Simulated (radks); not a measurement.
Values are calculated unless marked as measured or tabulated.
Effect of the nuclear size on the iodine ion I20+, [Ar] 3d10 4s2 4p3. Level of theory: Dirac Kohn-Sham, PBE, spin-unpolarised, spherical densities, finite nucleus; open shells are shared between the two j in proportion to 2j + 1; Fermi nuclear charge, rms radius 4.75 fm (a radial shooting solver on a logarithmic mesh with Libxc functionals). The rms radius is varied about that value; shifts are against it.

rms radius (fm),total energy shift (eV),density at nucleus (e/bohr^3),1s1/2 shift (meV),2s1/2 shift (meV),3p1/2 shift (meV),4s1/2 shift (meV),4p1/2 shift (meV),4p3/2 shift (meV),5s1/2 (empty) shift (meV)
4.0518,-1.62,2.563e+05,-676,-79.4,0.892,-4.23,0.291,0.403,-1.70
4.4508,-0.720,2.522e+05,-300,-35.3,0.396,-1.88,0.129,0.179,-0.757
4.75,0,2.494e+05,0.000,0.000,0.000,0.000,0.000,0.000,0.000
5.0017,0.636,2.472e+05,265,31.2,-0.350,1.66,-0.114,-0.158,0.669
5.605,2.27,2.424e+05,947,111,-1.25,5.92,-0.408,-0.565,2.39

Slopes of the eigenvalues against <r^2> in GHz/fm^2, as finite differences over the two radii next to the reference (eigenvalue slopes, not the field-shift constants of lines): 1s1/2 26300, 2s1/2 3090, 3p1/2 -34.7, 4s1/2 164, 4p1/2 -11.3, 4p3/2 -15.7, 5s1/2 (empty) 66.2.
